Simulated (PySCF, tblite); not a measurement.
Isomers of C4H12SSi3, one GFN2-xTB conformer each. Single-point energies are computed at PBE0/pcSseg-1 (PySCF, gas phase, no added dispersion term), electronic only.

| SMILES | GFN2-xTB relative energy (kJ/mol) |
| --- | --- |
| C#C[SiH2]S[SiH2]C[SiH2]C | 44.5 |
| [SiH3]CC1=C(S[SiH3])[SiH2]C1 | 0.0 |

Conformers: `[CH:1]#[C:2][SiH2:3][S:4][SiH2:5][CH2:6][SiH2:7][CH3:8]` with C2–Si3–S4–Si5 -64°, Si3–S4–Si5–C6 176°, S4–Si5–C6–Si7 180°, Si5–C6–Si7–C8 179°; `[SiH3:1][CH2:2][C:3]1=[C:4]([S:5][SiH3:6])[SiH2:7][CH2:8]1` with Si1–C2–C3–C4 95°, C3–C4–S5–Si6 164°.

Task: What does PBE0/pcSseg-1 give for the same structures?

Result: 
| SMILES | PBE0/pcSseg-1 E (Eh) | PBE0/pcSseg-1 (kJ/mol) | GFN2-xTB (kJ/mol) | point group |
| --- | --- | --- | --- | --- |
| C#C[SiH2]S[SiH2]C[SiH2]C | -1425.55049 | 0.0 | 44.5 | C1 |
| [SiH3]CC1=C(S[SiH3])[SiH2]C1 | -1425.51880 | 83.2 | 0.0 | C1 |

GFN2-xTB puts [SiH3]CC1=C(S[SiH3])[SiH2]C1 lowest instead. As drawn, the lower has a C≡C bond, which the higher lacks; the higher has a four-membered ring and a C=C bond outside aromatic rings, which the lower lacks.

Task: Which frontier levels, dipoles and rotational constants go with these structures?

Result: 
```csv
SMILES,"HOMO (eV, PBE0/pcSseg-1)",LUMO (eV),dipole (D),"A, B, C (MHz)"
C#C[SiH2]S[SiH2]C[SiH2]C,-7.25,-0.53,1.42,"2289, 348.9, 319.8"
[SiH3]CC1=C(S[SiH3])[SiH2]C1,-6.14,-0.23,1.31,"1465, 615.4, 466.8"
```

Task: What happens when harmonic zero-point energies from GFN2-xTB frequencies are added?

Result: 
```csv
SMILES,ZPE (kJ/mol),electronic (kJ/mol),with ZPE (kJ/mol)
C#C[SiH2]S[SiH2]C[SiH2]C,351.0,0.0,0.0
[SiH3]CC1=C(S[SiH3])[SiH2]C1,345.4,83.2,77.6
```

The zero-point energies span 5.6 kJ/mol. The order is unchanged.

Task: As an exercise, what shares would exp(−E/RT) give at 2000 K from these electronic energies alone (no entropy, no degeneracies)?

Result: RT = 16.629 kJ/mol: C#C[SiH2]S[SiH2]C[SiH2]C 99.3 %, [SiH3]CC1=C(S[SiH3])[SiH2]C1 0.7 %.
